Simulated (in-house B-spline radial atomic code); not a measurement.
Ionising Cr8+ with different functionals

Computed with a radial B-spline atomic code at the basis-set limit: scalar-relativistic (spin-free X2C) Hamiltonian, Fermi nucleus of rms radius 3.6452 fm, spin-polarised at highest spin, spherical fractional occupations for the functionals, and exact exchange of hybrids averaged over the configuration. The ionisation energy is the difference of two self-consistent energies, [Ne] 3s2 3p4 → [Ne] 3s2 3p3, without Breit or QED terms; ε is the level of the shell that loses the electron (its least bound occupied spin orbital).

| method | rung | ΔSCF (eV) | -ε(3p) (eV) |
| --- | --- | --- | --- |
| PBE0 | global hybrid | 209.19 | 200.20 |
| B3LYP | global hybrid | 209.45 | 199.66 |
| TPSSh | global hybrid | 209.04 | 198.25 |
| BHandHLYP | global hybrid | 209.16 | 203.27 |
| r2SCAN0 | global hybrid | 208.67 | 200.02 |
| B97-1 | global hybrid | 209.26 | 199.74 |
| HSE06 | range-separated hybrid | 209.23 | 199.77 |
| wB97X | range-separated hybrid | 209.23 | 202.68 |
| CAM-B3LYP | range-separated hybrid | 209.38 | 201.66 |
| LC-wPBE | range-separated hybrid | 209.41 | 202.77 |

(1) Among the functionals, which spreads more, the ΔSCF values or the orbital energies?

(2) How do they compare with the NIST value?

Answers

(1) The orbital energies: ΔSCF values span about 0.78 eV and the orbital energies 5.02 eV; here energy differences depend much less on the functional than eigenvalues do.

(2) NIST lists 209.5 eV ± 0.3 (semi-empirical, ground level to ground level). Errors run from -0.83 to -0.05 eV; B3LYP is closest (-0.05 eV), though others lie within the uncertainty of it, and part of that can be cancellation, since the calculations leave out spin-orbit coupling, Breit-QED terms, multiplet and fine-structure energies.
